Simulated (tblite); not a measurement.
Compound: C₇H₈F (doublet state).
SMILES with atom numbers: `[CH3:1][C@H:2]1[CH:3]=[C:4][CH2:5][C:6]([F:7])=[CH:8]1` (hydrogens: H9, H10, H11 on C1; H12 on C2; H13 on C3; H14, H15 on C5; H16 on C8)

Structure optimised with GFN2-xTB, isolated species. This method treats the open shell by occupation alone, without spin polarisation.

**Question.** Give the optimised bond lengths and angles.

**Answer.** 
| bond | length (Å) |
| --- | --- |
| C1–C2 | 1.531 |
| C2–C3 | 1.531 |
| C3=C4 | 1.296 |
| C4–C5 | 1.464 |
| C5–C6 | 1.506 |
| C6–F7 | 1.357 |
| C6=C8 | 1.320 |
| C2–C8 | 1.498 |
| C1–H9, C1–H10, C1–H11 | 1.088 |
| C2–H12 | 1.098 |
| C3–H13 | 1.079 |
| C5–H14 | 1.096 |
| C5–H15 | 1.096 |
| C8–H16 | 1.081 |

Bonds in one row agree within 0.01 Å and their mean is given. A selection of angles:
| angle | degrees |
| --- | --- |
| C2–C1–H9 | 110.1 |
| H9–C1–H10 | 108.6 |
| C1–C2–C3 | 109.8 |
| C1–C2–C8 | 110.8 |
| C1–C2–H12 | 108.5 |
| C3–C2–C8 | 110.7 |
| C3–C2–H12 | 108.0 |
| C8–C2–H12 | 108.9 |
| C2–C3–C4 | 121.1 |
| C2–C3–H13 | 115.3 |
| C4–C3–H13 | 123.6 |
| C3–C4–C5 | 130.3 |
| C4–C5–C6 | 107.7 |
| C4–C5–H14 | 111.3 |
| C4–C5–H15 | 111.5 |
| C6–C5–H14 | 109.7 |
| C6–C5–H15 | 109.3 |
| H14–C5–H15 | 107.3 |
| C5–C6–F7 | 113.4 |
| C5–C6–C8 | 126.1 |
| F7–C6–C8 | 120.5 |
| C6–C8–H16 | 119.6 |
| C2–C8–C6 | 123.7 |
| C2–C8–H16 | 116.6 |

Dihedral angles: C1–C2–C3–C4 117° (anticlinal); C2–C3–C4–C5 1° (synperiplanar); C3–C4–C5–C6 4° (synperiplanar); C4–C5–C6–F7 176° (antiperiplanar); C5–C6–C8–C2 -1° (synperiplanar); C1–C2–C8–C6 -117° (anticlinal).

C4 (carbon bonded to 2 C) is bent (angle 130.3°). The 6-membered ring C2–C3–C4–C5–C6–C8 has internal angles of 107.7° to 130.3° (sum 720°, against 720° for a flat polygon); it is almost planar, 0.03 Å rms from its mean plane, widest ring torsion 6°. C6 (carbon bonded to 2 C and F) is planar (angles 126.1°, 120.5° and 113.4°, sum 360.0°, 0.00 Å off the plane of its three neighbours). C3 (carbon bonded to 2 C and H) is planar (angles 123.6°, 121.1° and 115.3°, sum 360.0°, 0.01 Å off the plane of its three neighbours). The 7 C–C bonds span 1.296 Å (C3=C4, drawn double) to 1.531 Å (C1–C2, drawn single), a spread of 0.235 Å. C8 (carbon bonded to 2 C and H) is planar (angles 123.7°, 119.6° and 116.6°, sum 360.0°, 0.01 Å off the plane of its three neighbours).

Point group: C1 (no symmetry element, even within 0.4 Å). Its GFN2-xTB frequencies are all real (lowest 54 cm⁻¹).

The numbers are calculated, not measured.
